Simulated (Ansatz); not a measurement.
C2H6GeOS can be A, `CC(=S)[O][GeH3]`, or B, `[CH3][GeH2][O]C=S`.

Program: Ansatz. Geometries: PBE0-D4/def2-TZVP. ΔE: electronic, gas phase. CCSD(T)/CBS adds triple-zeta CCSD(T) − MP2 to the extrapolated MP2 energy (def2 sets, frozen cores). DFT in def2-TZVPP. B3LYP here is the variant with VWN-RPA as its local correlation; programs differ in this. For Ge outer-core shells are correlated without core-valence functions, which leaves a few kJ/mol of doubt a bond. Scalar relativity is left out up to krypton. One conformer a species, not always the lowest.

A:

```xyz
11

C     0.2666   -0.2932   -1.3605
C    -0.9508    0.3650   -0.7882
S    -2.2054    0.8645   -1.6940
O    -0.9662    0.5294    0.5277
Ge    0.3113    0.0572    1.7242
H     1.1626    0.2892   -1.1184
H     0.3959   -1.2925   -0.9301
H     0.1835   -0.3814   -2.4394
H    -0.3082    0.5117    3.0433
H     1.6021    0.8125    1.3824
H     0.5086   -1.4625    1.6529
```

B:

```xyz
11

C     0.330    0.274    1.861
Ge   -0.357   -0.677    0.326
O    -0.492    0.590   -0.983
C    -0.018    0.424   -2.198
S    -0.131    1.514   -3.384
H     1.325    0.664    1.645
H    -0.333    1.105    2.102
H     0.389   -0.393    2.722
H    -1.784   -1.209    0.511
H     0.587   -1.755   -0.235
H     0.484   -0.538   -2.366
```

Question: Which is lower in electronic energy at CCSD(T)/CBS, and by how much? (Best estimate.)

Answer: Ansatz gave: B, by 24.6 kJ/mol.

Question: Give E(B) − E(A) in kJ/mol with MP2/def2-TZVPP, HF/def2-TZVPP, CCSD(T)/def2-TZVPP, ωB97M-V, B3LYP-D4, CCSD/def2-TZVPP, B3LYP. (Best estimate.)

Answer: Computed: MP2/def2-TZVPP -27.4, HF/def2-TZVPP -23.9, CCSD(T)/def2-TZVPP -26.5, ωB97M-V -22.3, B3LYP-D4 -22.8, CCSD/def2-TZVPP -26.8, B3LYP -28.0. None reverses the order clearly.

Largest T1 diagnostic: 0.015.

The D4 term adds +5.2 kJ/mol with B3LYP and +2.6 kJ/mol with PBE0; it sums over pairs of atoms, weighted by their polarisabilities, and B3LYP, whose exchange is more repulsive, gets the larger term.
